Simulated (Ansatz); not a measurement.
Ansatz (a quantum-chemistry and plane-wave program) input:
A basis named .json is the Basis Set Exchange file of that set.

Ansatz 0.2 input:
```yaml
crystal:
  periodic: [false, false, false]
  atoms:
    - {symbol: Si, position_ang: [0.01245252, -0.02118651, 0.61576979]}
    - {symbol: Br, position_ang: [2.07071409, -0.28406695, -0.15372974]}
    - {symbol: Br, position_ang: [-0.78805809, 1.94184820, -0.01933163]}
    - {symbol: Br, position_ang: [-1.28883918, -1.64726129, -0.13269334]}
    - {symbol: H, position_ang: [0.04207609, -0.07158755, 2.08063779]}
basis:
  gaussian:
    orbitals: def2-TZVPPD.json
magnetization: {spin_polarized: true, initial_magnetization: 2}
correlation: {method: ccsd_t, electrons: outside_noble_gas}
```

Predict the final energy.

-8007.36689 Eh (CCSD(T)/def2-TZVPPD). The basis has 236 functions.

This state (charge 0, triplet) is run at the relaxed geometry of the species with charge 0 and multiplicity 1, and is a spin state other than that species' own.
